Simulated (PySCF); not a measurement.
# NaSb⁺ at UHF-CCSD

Level: UHF-CCSD. basis Na cc-pVDZ, Sb cc-pVDZ-PP with ECP28; scalar-relativistic core potentials; PySCF 2.14.

For NaSb⁺, the state is ⁴Σ⁻ (quartet), unpaired electrons σ ↑, π ↑↑, the bond length is 3.408 Å and the harmonic wavenumber is 102 cm⁻¹. The force constant is 0.119 mdyn/Å, the rotational constant Be is 0.07516 cm⁻¹ and the anharmonicity ωexe is 1.00 cm⁻¹. The vibration–rotation constant αe is 0.000868 cm⁻¹. The well depth De to Na⁺ + Sb is 0.29 eV. The dissociation energy D0 is 0.29 eV.

Correlated steps freeze 5 core orbitals. The bond is weak. Basis-set superposition, not corrected here, can be much of De in a small basis, most of all at correlated wavefunction levels. These are scalar-relativistic numbers at best; spin–orbit coupling would shift them, the dissociation energy most. For an ion De counts to the pair picked by the measured ionisation energies or electron affinities, which need not be the lowest pair at this level. The state was picked by a PBE0 search and need not be the measured ground state.
